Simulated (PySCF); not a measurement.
# Rotational lines of LiBe⁺

Lines J+1 ← J of the vibrational ground state, computed from RHF-CCSD(T) constants of LiBe⁺, ¹Σ⁺ (singlet), closed shell (PySCF, no relativity, basis sets Li aug-cc-pVDZ, Be aug-cc-pVDZ; masses 7.0160 and 9.0122 u), in MHz:

| J | ν (MHz) |
| --- | --- |
| 5 | 226641.8 |
| 6 | 264292.1 |
| 7 | 301885.5 |
| 8 | 339413.9 |
| 9 | 376869.1 |

Problem. Find B0 and the effective bond length r0; with αe = 0.0119 cm⁻¹, find Re.

Solution. ν = 2B0(J+1) − 4D(J+1)³ gives B0 = 0.63081 cm⁻¹. With the reduced mass μred = 3.9449 u, r0 = √(16.8576/(μred·B0)) (u, cm⁻¹, Å) = 2.6027 Å. Be = B0 + αe/2 = 0.63676 cm⁻¹ gives Re = 2.591 Å.

Correlated steps freeze no core orbitals. Correlated levels converge slowly with the basis: in double zeta they bind strong bonds too weakly, by up to about 1 eV, and carry superposition errors of some tenths. For an ion De counts to the pair picked by the measured ionisation energies or electron affinities, which need not be the lowest pair at this level.
